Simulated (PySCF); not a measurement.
From computed data to an observable: chemical shift, span and skew from a shielding tensor

Si(H)(OH)(SiH3)2 (H₈OSi₃), SMILES O[SiH]([SiH3])[SiH3]. Atoms are numbered in the order given.

```xyz
12

Si     0.1558    -0.5525    -0.3857
O      0.0056    -1.9989     0.4541
Si     1.7619     0.8602     0.5970
Si    -1.8932     0.5997    -0.5077
H      0.5978    -0.9270    -1.7608
H     -0.2741    -1.9227     1.3712
H      1.3520     1.1789     2.0023
H      3.1138     0.2218     0.6353
H      1.8484     2.1435    -0.1685
H     -2.3668     0.9238     0.8762
H     -1.7115     1.8845    -1.2537
H     -2.9479    -0.2147    -1.1866
```

Geometry: PBE0-D3(BJ)/def2-SVP. One conformer was computed; it need not be the lowest.

GIAO shieldings from PBE/pcSseg-1 (PySCF), non-relativistic, no solvent. The symmetric part of the tensor of Si3 has the principal values 440.4, 442.1, 460.0 ppm. The same nucleus in TMS has σ = 335.4 ppm at this level (PySCF, at its B3LYP-D3(BJ)/def2-TZVP geometry).

Problem. Work out the isotropic shielding, the ²⁹Si shift against TMS, the span and the skew.

Solution. 
σ(iso) = (σ11 + σ22 + σ33)/3 = 447.5 ppm. δ = σ(ref) − σ(iso) = 335.4 − (447.5) = -112.1 ppm.
Span Ω = σ33 − σ11 = 19.6 ppm. Skew κ = 3(σ(iso) − σ22)/Ω = 0.83. Tumbling in solution averages the tensor to δ; in a static solid the shielding alone would spread this spin-1/2 line over Ω.
